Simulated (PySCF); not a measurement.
**One molecule, a ladder of functionals, a line**

Molecule: SMILES CNB(C)C, C3H10BN.

Bonds (- single, = double, # triple, : aromatic): C1-N2 1.439 Å, N2-B3 1.404 Å, B3-C4 1.588 Å, B3-C5 1.583 Å. C1 carries H6, H7, H8; N2 carries H9; C4 carries H10, H11, H12; C5 carries H13, H14, H15.

GIAO shieldings (ppm, equivalent atoms averaged) in PySCF 2.14 on the PBE0-D3(BJ)/def2-SVP geometry, basis pcSseg-1, gas phase, non-relativistic:

```tsv
functional	exact exchange (%)	σ(C1)	σ(N2)	σ(B3)
BLYP	0	142.1	134.2	49.3
BP86	0	146.5	138.9	52.9
PBE	0	147.2	138.0	52.5
B3LYP	20	146.9	142.2	52.5
mPW1PW91	25	151.5	147.0	56.3
BHandHLYP	50	152.9	153.3	57.5
HF	100	161.8	170.5	67.6
```

(1) Fit each shielding as a line in the percentage of exact exchange.

(2) What does the line predict for PBE0 (25 %), and what does the run give?

Results:

(1) σ(C1) = 145.3 + 0.16 x (rms 1.8 ppm); σ(N2) = 137.0 + 0.33 x (rms 1.6 ppm); σ(B3) = 51.2 + 0.16 x (rms 1.5 ppm). The functionals also differ in their semilocal parts, which the line can't hold; Hartree–Fock has no correlation at all.

(2) σ(C1): 149.3 predicted, 152.5 computed; σ(N2): 145.2 predicted, 147.6 computed; σ(B3): 55.2 predicted, 56.3 computed ppm.
